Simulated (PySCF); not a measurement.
Compound: (Cl)2Hf(OSiH2)2O (singlet state).
Cartesian coordinates in Å at the PBE0-D3(BJ)/def2-SVP level; atoms count from 1:
```xyz
12
Cl2H4HfO3Si2 angstrom
Hf    -1.275    1.264   -0.643
Cl    -0.956    3.607   -0.653
Cl    -3.370    0.537   -1.446
O     -0.974    0.524    1.111
Si     0.085   -0.596    1.767
O      1.108   -1.064    0.546
Si     1.333   -0.769   -1.072
O      0.171    0.346   -1.531
H     -0.686   -1.771    2.246
H      0.868    0.050    2.850
H      1.130   -2.025   -1.838
H      2.681   -0.186   -1.287
```

Method: TDDFT PBE0/def2-SVPD, vertical, gas phase, core orbitals frozen in the response, def2 core potentials past Kr in PySCF 2.14.0, density-fitted response routines. Spin–orbit coupling is left out.

Transition dipole moments from the ground state, in atomic units and in the frame of the coordinates above (overall signs are arbitrary), for the states with f of 0.002 or more among the lowest 10:

```tsv
state	E (eV)	μx	μy	μz
S1	6.584	0.130	0.119	-0.034
S2	6.626	-0.077	0.042	0.254
S4	6.804	-0.053	0.045	0.159
S6	6.841	0.367	-0.349	0.175
S7	6.864	-0.066	-0.030	0.185
S9	7.071	-0.089	-0.134	-0.040
S10	7.169	0.250	0.366	0.063
```

Question: What oscillator strength does each state have?

Answer: f = (2/3) ΔE |μ|² with ΔE in hartree (27.2114 eV).

```
state  |μ|² (au)  |μ| (D)      f
   S1      0.032     0.46  0.005
   S2      0.072     0.68  0.012
   S4      0.030     0.44  0.005
   S6      0.287     1.36  0.048
   S7      0.040     0.51  0.007
   S9      0.028     0.42  0.005
  S10      0.200     1.14  0.035
```

Question: What angle do the transition dipoles of S6 and S10 make?

Answer: |cos θ| = |μa·μb| / (|μa| |μb|) = 0.11, so θ ≈ 84° (taken between 0 and 90°, since the signs are arbitrary).

Question: What peak molar absorption coefficient would the strongest computed level give as a lone Gaussian band 0.4 eV wide at half height?

Answer: ε(max) = 2.175×10⁸ f / FWHM, with the width in cm⁻¹. S6: 2.175×10⁸ × 0.0481 / 3226 ≈ 3200 L mol⁻¹ cm⁻¹.

The vertical ionisation energy (ΔSCF) is 10.56 eV, 3.39 eV above S10.

Hardware: Intel Xeon at 2.50 GHz, one thread, on a shared host. Cost: 16 min wall (with the writing of density and orbital grids), 1.3 GiB resident at most.
